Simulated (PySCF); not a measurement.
Species: C₇H₅BF₂S.
SMILES with atom numbers: `[F:1][B:2]([F:3])[CH:4]=[C:5]=[CH:6][c:7]1[cH:8][cH:9][cH:10][s:11]1` (hydrogens: H12 on C4; H13 on C6; H14 on C8; H15 on C9; H16 on C10)

Computed by this run: PySCF, PBE0-D3(BJ)/def2-SVP geometry optimisation, gas phase; density fitting, grid level 2; the optimiser is geomeTRIC in internal coordinates, started from a GFN2-xTB structure.

Step 0: E = -24256.0704 eV
```
atom  x, y, z in Å  |  force x, y, z in eV/Å
F1     -4.3690   -1.3231    1.2301   -0.011  -0.332  -0.209
B2     -3.3527   -0.5922    0.8095   -0.213   0.326   0.392
F3     -3.2315    0.5704    1.4226    0.286   0.137  -0.151
C4     -2.4010   -1.0709   -0.3080   -0.364  -0.024   0.249
C5     -1.3529   -0.3957   -0.6971   -0.362   0.043   0.078
C6     -0.3069    0.3021   -1.0377    0.365   0.043   0.022
C7      1.0022    0.1756   -0.4457   -0.071  -0.290   0.309
C8      2.1359    0.8535   -0.8038   -0.008  -0.064   0.060
C9      3.2571    0.5003   -0.0269    0.016   0.056  -0.046
C10     2.9675   -0.4369    0.9123   -0.461  -0.243   0.100
S11     1.3155   -0.9146    0.8720    0.098   0.186  -0.171
H12    -2.6153   -2.0203   -0.7861   -0.081  -0.487  -0.237
H13    -0.3915    1.0342   -1.8313   -0.133   0.313  -0.366
H14     2.1636    1.5769   -1.5993   -0.048   0.389  -0.437
H15     4.2350    0.9266   -0.1626    0.543   0.206  -0.039
H16     3.6240   -0.8840    1.6318    0.446  -0.258   0.446
```

Step 1: E = -24256.1286 eV
```
atom  x, y, z in Å  |  force x, y, z in eV/Å
F1     -4.4721   -1.2699    1.1463    0.033   0.103   0.074
B2     -3.4146   -0.5627    0.7872    0.030  -0.036  -0.153
F3     -3.2419    0.6232    1.3379   -0.078  -0.079   0.083
C4     -2.4384   -1.1104   -0.2831   -0.010  -0.010  -0.038
C5     -1.3737   -0.4291   -0.6418    0.011  -0.038  -0.002
C6     -0.3124    0.2663   -0.9825   -0.049   0.074  -0.032
C7      1.0170    0.1595   -0.4081    0.048  -0.008   0.020
C8      2.1359    0.8724   -0.7814   -0.021   0.070  -0.072
C9      3.2920    0.5219   -0.0375    0.075   0.030  -0.005
C10     3.0401   -0.4504    0.8937    0.037  -0.029   0.037
S11     1.3961   -0.9454    0.8709   -0.030  -0.028   0.014
H12    -2.6482   -2.0719   -0.7742    0.009   0.027   0.032
H13    -0.4327    1.0094   -1.7829    0.031  -0.052   0.021
H14     2.1166    1.6258   -1.5722    0.001  -0.035   0.029
H15     4.2763    0.9700   -0.1870   -0.037  -0.010   0.013
H16     3.7400   -0.9070    1.5945   -0.049   0.020  -0.022
```

Q: Estimate the geometry and energy of step 2. (The exact step hangs on the optimiser's Hessian estimate; all steps are aligned on step 1, rigid shifts and turns removed.)

A: E = -24256.1288 eV, largest force 0.215 eV/Å
```
atom  x, y, z in Å  |  force x, y, z in eV/Å
F1     -4.4465   -1.2701    1.1862   -0.031  -0.163  -0.137
B2     -3.3973   -0.5705    0.7932   -0.042   0.012   0.190
F3     -3.2242    0.5861    1.4012    0.156   0.116  -0.090
C4     -2.4366   -1.0989   -0.3013   -0.072   0.037  -0.013
C5     -1.3716   -0.4208   -0.6656   -0.026   0.019  -0.011
C6     -0.3100    0.2730   -1.0102   -0.023  -0.010   0.028
C7      1.0156    0.1606   -0.4266    0.034   0.007  -0.026
C8      2.1414    0.8666   -0.7944   -0.022   0.005   0.019
C9      3.2863    0.5200   -0.0297   -0.008  -0.012   0.008
C10     3.0164   -0.4439    0.9060    0.032  -0.003   0.005
S11     1.3724   -0.9382    0.8641   -0.003   0.025  -0.003
H12    -2.6513   -2.0568   -0.7947    0.000  -0.016   0.016
H13    -0.4225    1.0108   -1.8144    0.009  -0.013   0.001
H14     2.1342    1.6123   -1.5910   -0.001  -0.002   0.003
H15     4.2724    0.9654   -0.1661   -0.001   0.001   0.007
H16     3.7013   -0.8941    1.6232   -0.001  -0.003   0.005
```

The energy changes by -0.0002 eV. The first-order estimate −F·Δx gives -0.0126 eV and the mean of the old and new forces, exact on a quadratic surface, +0.0006 eV. The step makes an angle of 74° with the force vector and moves no atom by more than 0.076 Å.

The cost below is that of the whole optimisation. On one thread, Arm Neoverse V1 (aarch64), on a shared host, this took 2.4 min and 0.97 GiB of memory at its peak.
